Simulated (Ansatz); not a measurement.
```yaml
crystal:
  periodic: [true, true, true]
  atoms:
    - {symbol: C, position_ang: [-1.476555, -0.875139, 0.276562]}
    - {symbol: In, position_ang: [0.619448, -0.832587, -0.129041]}
    - {symbol: Cl, position_ang: [2.216985, -1.255871, 1.545323]}
    - {symbol: Cl, position_ang: [1.471138, -1.223647, -2.286788]}
    - {symbol: Se, position_ang: [1.498021, 1.924305, -0.269908]}
    - {symbol: H, position_ang: [-1.993406, -1.349537, -0.556619]}
    - {symbol: H, position_ang: [-1.849501, 0.141416, 0.401541]}
    - {symbol: H, position_ang: [-1.652323, -1.438014, 1.192423]}
    - {symbol: H, position_ang: [0.833024, 2.411689, 0.947191]}
    - {symbol: H, position_ang: [0.416368, 2.446084, -1.117784]}
basis:
  gaussian: {orbitals: STO-3G}
total_charge: 1
magnetization: {spin_polarized: true, initial_magnetization: 1}
hamiltonian: {xc: {name: LC-wPBE}}
scf: {lower_state_search: off}
output: {forces: true}
```

```sh
$ ansatz run in.yaml --threads 4 --pin off --events-out ev --progress --plain --max-ram 11315MiB
```

It prints (some lines left out):

```
Error: YAML parse error: error: line 2 column 3: crystal: missing field `lattice` (a structure is typed as `lattice` and `atoms`, a molecule's as `atoms` in Å alone, or read from a run's directory, `checkpoint`)
 --> <input>:2:3
1 | crystal:
2 |   periodic: [true, true, true]
3 |   atoms:
4 |     - {symbol: C, position_ang: [-1.476555, -0.875139, 0.276562]}
```

(1) What is wrong with this run?

## Answers

(1) The molecule is marked periodic without a cell. The program refused the input.
